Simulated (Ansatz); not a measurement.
The cluster Li7⁺, relaxed as a singlet with RKS PBE/def2-TZVP in Ansatz, starting from the GFN1-xTB geometry. Force threshold 0.02 eV/Å.

The restricted singlet is unstable towards broken spin symmetry in Hartree–Fock (as tested in another run); at PBE/def2-TZVP this wasn't settled. Another isomer (singlet) lies 0.29 eV lower at PBE0/def2-TZVP; other spin states weren't run for this one.

Start:

```xyz
7

Li   -1.0983    0.0180   -2.4384
Li    1.0597    0.9675   -1.1897
Li    1.2398   -0.3579    1.2238
Li    0.7955    2.2363    1.1786
Li   -1.0195    0.5113    0.2433
Li   -0.0059   -1.6586   -0.7518
Li   -0.9713   -1.7166    1.7341
```

| step | energy (eV) | largest force component (eV/Å) | SCF passes |
| --- | --- | --- | --- |
| 1 | -1422.3370 | 0.832 | 27 |
| 2 | -1422.9171 | 0.372 | 31 |
| 3 | -1423.1108 | 0.128 | 30 |
| 4 | -1423.1453 | 0.113 | 30 |
| 5 | -1423.1480 | 0.062 | 30 |
| 6 | -1423.1539 | 0.014 | 32 |

Force components are those of the run's own axes.

End:

```xyz
7

Li   -1.2804    0.1199   -2.9032
Li    1.1662    1.0798   -1.3397
Li    1.2887   -0.3068    1.6024
Li    1.0320    2.7372    1.2303
Li   -1.0092    0.4676    0.2683
Li   -0.1135   -1.8830   -0.8802
Li   -1.0838   -2.2147    2.0221
```

Bonds lost: Li2–Li3, Li2–Li6, Li3–Li6 (atoms count from 1). Metal–metal contacts that move far: Li4–Li5 2.67 to 3.20 Å, Li5–Li7 2.68 to 3.21 Å.

No frequencies were taken in this run, so the end may be a saddle point.

Run time 5.5 s (4 threads of Arm Neoverse V1 on a shared host).
